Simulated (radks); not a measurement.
Question: The mean radii <r> (bohr) of the occupied orbitals of an atom or ion are listed with their occupations. Method: scalar-relativistic Kohn-Sham, BLYP, spin-polarised, spherical densities, point nucleus; computed with a radial shooting solver on a logarithmic mesh with Libxc functionals.

orbital  occ.      <r>
1s down     1  0.03263
1s up       1  0.03263
2s up       1   0.1419
2s down     1   0.1419
2p up       3   0.1237
2p down     3   0.1237
3s up       1   0.3908
3s down     1   0.3908
3p up       3   0.3906
3p down     3   0.3906
3d up       5   0.3705
3d down     5   0.3704
4s up       1   0.9777
4s down     1   0.9757
4p up       3    1.075
4p down     3    1.074
4d up       5    1.440
4d down     2    1.466

Name the element and its charge. Open shells, if any, are filled with parallel spins first.

Answer: Z = 45, rhodium, charge +2: Rh2+ in [Kr] 4d7. The 1s radius gives Z: for a bare nucleus <r> = (2 gamma + 1)/(2Z) with gamma = sqrt(1 - (Z/c)^2), 0.0321 bohr for Z = 45, and screening makes it slightly larger (0.03263 here). The occupations add up to 43, and the charge is Z minus that.
